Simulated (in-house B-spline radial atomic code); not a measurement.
# Binding energies in Zr

NIST's tabulated ground configuration is [Kr] 4d2 5s2; each binding energy is the energy of the ion with one electron taken from that subshell, relaxed, less that of the parent. Method: Dirac-Kohn-Sham PBE, spherical fractional occupations, Fermi nucleus of rms radius 4.2694 fm. Calculated with a B-spline radial code for spherical atoms. Energies include first-order Breit, QED and recoil terms.

| subshell | X-ray name | binding energy (eV) | -ε (eV) | relaxation (eV) |
| --- | --- | --- | --- | --- |
| 1s | K | 18032.4 | 17816.8 | -256.3 |
| 2s | L1 | 2506.3 | 2468.2 | -42.3 |
| 2p1/2 | L2 | 2308 | 2259.4 | -52.6 |
| 2p3/2 | L3 | 2221.4 | 2173.6 | -50.5 |
| 3s | M1 | 418.5 | 404.5 | -14.5 |
| 3p1/2 | M2 | 340.9 | 326.8 | -14.6 |
| 3p3/2 | M3 | 327.2 | 313.1 | -14.3 |
| 3d3/2 | M4 | 191 | 176.1 | -14.9 |
| 3d5/2 | M5 | 188.4 | 173.6 | -14.8 |
| 4s | N1 | 60.44 | 54.48 | -6.03 |
| 4p1/2 | N2 | 39.22 | 33.66 | -5.61 |
| 4p3/2 | N3 | 37.38 | 31.89 | -5.52 |
| 4d | N4,5 | 7.68 | 3.60 | -4.06 |
| 5s | O1 | 7.13 | 4.44 | -2.70 |

Relaxation = -ε minus the binding energy without Breit, QED and recoil terms. With a density functional, K lines can miss by some tenths of a per cent, more in light atoms. For a density functional the relaxation so defined is negative, because -ε of a Kohn-Sham level is smaller than the binding energy.

Emission lines follow as differences of binding energies, with λ = 12398.42 eV·Å / E:

| line | holes | energy (eV) | wavelength (Å) |
| --- | --- | --- | --- |
| K-L3 | 1s → 2p3/2 | 15811.0 | 0.78416 |
| K-L2 | 1s → 2p1/2 | 15724.4 | 0.78848 |
| K-M3 | 1s → 3p3/2 | 17705.2 | 0.70027 |
| L3-M5 | 2p3/2 → 3d5/2 | 2033.0 | 6.0986 |
| L2-M4 | 2p1/2 → 3d3/2 | 2117.0 | 5.8566 |
| L1-M3 | 2s → 3p3/2 | 2179.1 | 5.6897 |
| L3-M1 | 2p3/2 → 3s | 1802.9 | 6.8769 |

What screening constant σ does Moseley's law, E = (3/4)·13.6057 eV·(Z - σ)², need for K-L3?

σ = 0.64.

What does it cost to remove both a 2p1/2 and a 4p3/2 electron?

2360.6 eV, which is 15.22 eV more than the two single binding energies together.

What does it cost to remove both a 3p1/2 and a 3d3/2 electron?

563.36 eV, which is 31.47 eV more than the two single binding energies together.

What does it cost to remove both a 3p3/2 and a 3p1/2 electron?

699.02 eV, which is 30.92 eV more than the two single binding energies together.
